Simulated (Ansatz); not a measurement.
A short molecular-dynamics run on the cluster Hg2S2 (the lowest singlet isomer of a short search).

```yaml
crystal:
  periodic: [false, false, false]
  atoms:
    - {symbol: Hg, position_ang: [-0.018948, 1.199960, 0.801386]}
    - {symbol: Hg, position_ang: [0.018922, -1.199952, -0.801394]}
    - {symbol: S, position_ang: [0.792164, 1.071280, -1.585387]}
    - {symbol: S, position_ang: [-0.792138, -1.071287, 1.585395]}
basis:
  gaussian: {orbitals: def2-SVP}
hamiltonian: {xc: {name: BLYP}}
md: {timestep: 1 fs, n_steps: 15, ensemble: nve, temperature: 1000, initial_velocities: maxwell_boltzmann, seed: 646}
scf: {omitted_lower_state_checks: [starts]}
```

```sh
$ ansatz run in.yaml --threads 4 --pin off --events-out ev --progress --plain --max-ram 3916MiB
```

```
step  time (fs)  potential energy (eV)  kinetic (eV)  T (K)  conserved (eV)
   0        0.0            -30015.3548        0.2585   1000     -30015.0963
   1        1.0            -30015.3545        0.2582    999     -30015.0963
   2        2.0            -30015.3537        0.2574    996     -30015.0963
   3        3.0            -30015.3524        0.2562    991     -30015.0963
   4        4.0            -30015.3507        0.2544    984     -30015.0963
   5        5.0            -30015.3486        0.2523    976     -30015.0963
   6        6.0            -30015.3460        0.2497    966     -30015.0963
   7        7.0            -30015.3430        0.2467    954     -30015.0963
   8        8.0            -30015.3396        0.2433    941     -30015.0963
   9        9.0            -30015.3359        0.2396    927     -30015.0963
  10       10.0            -30015.3319        0.2357    912     -30015.0963
  11       11.0            -30015.3277        0.2314    895     -30015.0963
  12       12.0            -30015.3232        0.2270    878     -30015.0963
  13       13.0            -30015.3186        0.2223    860     -30015.0963
  14       14.0            -30015.3138        0.2175    841     -30015.0963
  15       15.0            -30015.3089        0.2126    822     -30015.0963
```

Velocities are drawn at the set temperature; a run this short doesn't reach equilibrium.

In the def2 sets Hg takes a core potential; there is no spin–orbit coupling.

Frames (Å, forces in eV/Å):

```xyz
4
time=0.0 fs
Hg   -0.019    1.200    0.801   -0.010    0.640    0.427
Hg    0.019   -1.200   -0.801    0.010   -0.640   -0.427
S     0.792    1.071   -1.585    0.284    0.384   -0.568
S    -0.792   -1.071    1.585   -0.284   -0.384    0.568
4
time=1.0 fs
Hg   -0.019    1.198    0.800   -0.024    0.633    0.465
Hg    0.019   -1.198   -0.802   -0.016   -0.683   -0.378
S     0.792    1.068   -1.584    0.299    0.411   -0.597
S    -0.794   -1.071    1.594   -0.259   -0.361    0.509
4
time=2.0 fs
Hg   -0.019    1.197    0.799   -0.039    0.624    0.503
Hg    0.020   -1.195   -0.802   -0.042   -0.725   -0.328
S     0.792    1.064   -1.583    0.314    0.438   -0.625
S    -0.796   -1.071    1.603   -0.234   -0.337    0.451
4
time=3.0 fs
Hg   -0.019    1.195    0.798   -0.053    0.615    0.539
Hg    0.020   -1.193   -0.803   -0.067   -0.767   -0.280
S     0.792    1.060   -1.582    0.328    0.464   -0.650
S    -0.798   -1.071    1.612   -0.208   -0.312    0.392
4
time=4.0 fs
Hg   -0.019    1.193    0.797   -0.067    0.605    0.574
Hg    0.021   -1.191   -0.803   -0.092   -0.807   -0.234
S     0.792    1.057   -1.581    0.342    0.488   -0.674
S    -0.800   -1.071    1.620   -0.183   -0.286    0.333
4
time=5.0 fs
Hg   -0.020    1.192    0.796   -0.081    0.594    0.609
Hg    0.021   -1.189   -0.804   -0.116   -0.847   -0.188
S     0.792    1.054   -1.580    0.354    0.512   -0.695
S    -0.802   -1.072    1.630   -0.157   -0.258    0.274
4
time=6.0 fs
Hg   -0.020    1.190    0.795   -0.094    0.582    0.642
Hg    0.022   -1.187   -0.804   -0.139   -0.886   -0.144
S     0.792    1.051   -1.580    0.365    0.535   -0.714
S    -0.805   -1.072    1.639   -0.132   -0.230    0.216
4
time=7.0 fs
Hg   -0.020    1.189    0.793   -0.107    0.570    0.673
Hg    0.022   -1.185   -0.804   -0.162   -0.924   -0.102
S     0.792    1.048   -1.579    0.375    0.556   -0.730
S    -0.807   -1.072    1.648   -0.106   -0.201    0.159
4
time=8.0 fs
Hg   -0.020    1.187    0.792   -0.120    0.557    0.703
Hg    0.023   -1.183   -0.805   -0.183   -0.960   -0.062
S     0.793    1.045   -1.579    0.384    0.575   -0.744
S    -0.809   -1.073    1.657   -0.081   -0.172    0.102
4
time=9.0 fs
Hg   -0.020    1.186    0.791   -0.132    0.544    0.732
Hg    0.023   -1.181   -0.805   -0.204   -0.995   -0.023
S     0.793    1.042   -1.580    0.391    0.593   -0.755
S    -0.812   -1.073    1.666   -0.056   -0.142    0.047
4
time=10.0 fs
Hg   -0.020    1.184    0.791   -0.143    0.531    0.758
Hg    0.023   -1.179   -0.806   -0.223   -1.028    0.013
S     0.794    1.040   -1.580    0.397    0.609   -0.763
S    -0.814   -1.074    1.676   -0.032   -0.113   -0.008
4
time=11.0 fs
Hg   -0.020    1.183    0.790   -0.154    0.518    0.783
Hg    0.024   -1.177   -0.806   -0.241   -1.059    0.048
S     0.795    1.038   -1.581    0.402    0.624   -0.769
S    -0.816   -1.074    1.685   -0.007   -0.083   -0.062
4
time=12.0 fs
Hg   -0.021    1.181    0.789   -0.164    0.505    0.805
Hg    0.024   -1.175   -0.807   -0.258   -1.088    0.080
S     0.796    1.036   -1.582    0.406    0.636   -0.771
S    -0.819   -1.075    1.694    0.016   -0.053   -0.114
4
time=13.0 fs
Hg   -0.021    1.180    0.788   -0.173    0.491    0.826
Hg    0.025   -1.173   -0.807   -0.274   -1.114    0.111
S     0.797    1.034   -1.583    0.408    0.646   -0.771
S    -0.821   -1.075    1.704    0.039   -0.023   -0.165
4
time=14.0 fs
Hg   -0.021    1.179    0.787   -0.182    0.478    0.844
Hg    0.025   -1.172   -0.808   -0.288   -1.139    0.139
S     0.798    1.032   -1.584    0.408    0.654   -0.768
S    -0.823   -1.076    1.713    0.062    0.006   -0.215
4
time=15.0 fs
Hg   -0.021    1.177    0.786   -0.189    0.465    0.860
Hg    0.025   -1.170   -0.808   -0.301   -1.161    0.165
S     0.799    1.031   -1.586    0.407    0.660   -0.762
S    -0.826   -1.077    1.722    0.084    0.035   -0.263
```

Run time 17 s (4 threads of Arm Neoverse V2 on a shared host).
